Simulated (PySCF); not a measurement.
Atom-mapped SMILES (the numbers label the heavy atoms): `[O:1]=[C:2]([OH:3])[c:4]1[cH:5][cH:6][o:7][cH:8]1`. Each H is labelled by its parent atom.

Geometry: PBE0-D3(BJ)/def2-SVP; GIAO shifts from PySCF 2.14, gas phase, non-relativistic, averaged over equivalent atoms.

At PBE0/STO-3G (44 basis functions, 2.9 s wall time on 1 thread of an Arm Neoverse V2, shared host):
| atoms | δ (ppm) |
| --- | --- |
| O1 | 391.5 |
| O7 | 185.4 |
| O3 | 126.5 |
| C8 | 121.3 |
| C6 | 119.7 |
| C2 | 112.2 |
| C4 | 102.1 |
| C5 | 99.8 |
| H(C8) | 7.48 |
| H(C6) | 6.82 |
| H(C5) | 6.39 |
| H(O3) | 5.41 |

Referencing at the same level of theory: 17O (σ = 341.71 ppm) against H2O; 13C (σ = 234.69 ppm) and 1H (σ = 32.60 ppm) vs TMS.

What do these become at CAM-B3LYP/pcSseg-1?

Results:


```json
{"atoms": "O1", "δ at CAM-B3LYP/pcSseg-1": "412.1", "change": "+20.6"}
{"atoms": "O7", "δ at CAM-B3LYP/pcSseg-1": "316.1", "change": "+130.7"}
{"atoms": "O3", "δ at CAM-B3LYP/pcSseg-1": "208.7", "change": "+82.2"}
{"atoms": "C8", "δ at CAM-B3LYP/pcSseg-1": "159.4", "change": "+38.1"}
{"atoms": "C6", "δ at CAM-B3LYP/pcSseg-1": "150.8", "change": "+31.1"}
{"atoms": "C2", "δ at CAM-B3LYP/pcSseg-1": "169.7", "change": "+57.5"}
{"atoms": "C4", "δ at CAM-B3LYP/pcSseg-1": "125.9", "change": "+23.8"}
{"atoms": "C5", "δ at CAM-B3LYP/pcSseg-1": "119.7", "change": "+19.9"}
{"atoms": "H(C8)", "δ at CAM-B3LYP/pcSseg-1": "8.16", "change": "+0.68"}
{"atoms": "H(C6)", "δ at CAM-B3LYP/pcSseg-1": "7.33", "change": "+0.51"}
{"atoms": "H(C5)", "δ at CAM-B3LYP/pcSseg-1": "6.91", "change": "+0.52"}
{"atoms": "H(O3)", "δ at CAM-B3LYP/pcSseg-1": "5.76", "change": "+0.35"}
```

δ = σ(ref) − σ, references computed at the same level: 17O (σ = 338.55 ppm) vs H2O; TMS for 13C (σ = 182.45 ppm) and 1H (σ = 31.33 ppm).

The largest change is at O7 (aromatic ring oxygen). Cost: 156 basis functions, 20 s wall time on 1 thread of an Arm Neoverse V1, shared host. The order of the carbon signals changes between the two levels.

The C=O carbon of an acid or of an amide with N–H lies up to 10 ppm further downfield in solution, through hydrogen bonding that the calculation lacks. Unscaled 17O shifts of doubly bonded oxygen tend to come out too high, by tens of ppm or more. Experimental scales use liquid or dissolved standards, which lie at an offset from isolated H2O (liquid H2O: subtract about 36 ppm).
